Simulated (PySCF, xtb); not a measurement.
NaF, SMILES [Na][F].

Harmonic wavenumbers (cm⁻¹) from GFN2-xTB (xtb) at its own minimum, in rising order: 502.

What does B3LYP-D3(BJ)/def2-TZVPD (PySCF) give at its own minimum? (An estimate is asked for; the answer gives what the named calculation found.)

528. Paired by order, the mean absolute difference is 27 cm⁻¹ and the zero-point energies are 0.7 and 0.8 kcal/mol.
